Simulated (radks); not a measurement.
Effect of the nuclear size on neutral copper, [Ar] 3d10 4s1. All-electron calculation, Dirac Kohn-Sham, exchange-only LDA, spin-unpolarised, spherical densities, finite nucleus; Fermi nuclear charge, rms radius 3.8823 fm. Program: a radial shooting solver on a logarithmic mesh with Libxc functionals. The rms radius is varied about that value; shifts are against it.

| rms radius (fm) | total energy shift (eV) | density at nucleus (e/bohr^3) | 1s1/2 shift (meV) | 2s1/2 shift (meV) | 2p1/2 shift (meV) | 3s1/2 shift (meV) |
|---|---|---|---|---|---|---|
| 3.3582 | -0.0491 | 2.224e+04 | -20.9 | -1.97 | 0.167 | -0.293 |
| 3.7619 | -0.0119 | 2.211e+04 | -5.05 | -0.477 | 0.040 | -0.071 |
| 3.8823 | 0 | 2.208e+04 | 0.000 | 0.000 | 0.000 | 0.000 |
| 4.1502 | 0.0277 | 2.2e+04 | 11.8 | 1.11 | -0.094 | 0.165 |
| 4.7946 | 0.101 | 2.183e+04 | 43.2 | 4.08 | -0.345 | 0.606 |

Slopes of the eigenvalues against <r^2> in GHz/fm^2, as finite differences over the two radii next to the reference (eigenvalue slopes, not the field-shift constants of lines): 1s1/2 1330, 2s1/2 125, 2p1/2 -10.6, 3s1/2 18.6.
